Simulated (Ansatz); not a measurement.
Cartesian coordinates in Å:
```
N -0.100 1.207 -1.367
Si 1.014 0.268 -0.463
O 2.070 1.078 0.518
Si -0.265 -1.046 0.992
N -1.893 -0.574 0.756
Cl 0.124 -3.046 0.538
H 0.119 1.549 -2.288
H -0.789 1.781 -0.908
H 1.770 -0.501 -1.488
H 2.768 1.588 0.105
H 0.027 -0.930 2.439
H -2.222 -0.448 -0.189
H -2.624 -0.926 1.354
```

Total charge 0; spin multiplicity 1.

(1) List the ωB97M-V/def2-TZVPP orbital energies in eV (Ansatz). (Best estimate.)

Answers

(1) Ansatz gave: Occupied: -2771.26, -1807.53, -1807.31, -526.03, -394.28, -394.25, -261.67, -199.13, -199.03, -199.02, -148.49, -148.27, -102.65, -102.59, -102.57, -102.40, -102.39, -102.38, -30.77, -26.75, -26.54, -25.11, -18.65, -17.15, -16.67, -16.44, -15.90, -13.97, -13.62, -13.06, -12.74, -11.93, -11.35, -11.03, -10.46, -10.17, -9.65. Lowest empty: 1.60, 1.73, 2.79, 2.91, 3.33, 3.45, 3.87, 4.28.
